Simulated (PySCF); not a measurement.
NMR data simulated for an unnamed compound:

1H NMR (300 MHz, computed): δ 12.36 (s, 1H), 4.88 (m, 2H), 4.84 (m, 2H), 0.94 (m, 1H), 0.83 (m, 1H).

13C{1H} NMR (computed): δ 245.5 (CH), 123.2 (C), -7.8 (CH2).

[PySCF: σ from GIAO-PBE0/pcSseg-1; structure optimised with GFN2-xTB; in vacuum; non-relativistic; one averaged value for each set of equivalent atoms; one conformer]

Scale: 1H, 13C vs TMS (reference shieldings calculated alike).

Which of these does the molecule contain: a Si–H bond, a non-aromatic C=C double bond, a benzene ring, a carboxylic acid, a nitrile?

## Answers


- A Si–H bond: yes (δH 4.88 (m), 4.84 (m)).
- A non-aromatic C=C double bond: no.
- A benzene ring: no.
- A carboxylic acid: no.
- A nitrile: yes (δC 123.2).

The data belong to `[SiH2]1[Si](C#N)(C=O)[SiH2]C1`, C₃H₇NOSi₃; they needn't prove each group on their own.

Carbon signals by region: 1 in the far downfield region (above 160 ppm), 1 in the sp2 and nitrile region (100–160 ppm), 1 below 50 ppm. Above 160 ppm: 245.5, carbonyl carbon.

Shifts are as computed. Against solution values, carbons near 30 ppm lie about +3 ppm off and those near 130 ppm about +5 ppm. Of 1211 compounds with measured shifts, 218 miss one by over three times the rms of a fit or turn the order of signals round; such compounds aren't used in these exercises. No couplings were computed; multiplicities are counted from neighbouring protons, with m where these are inequivalent, close in shift, in a saturated or five-membered ring or joined by F or P, and br s for small geminal =CH2 splittings.
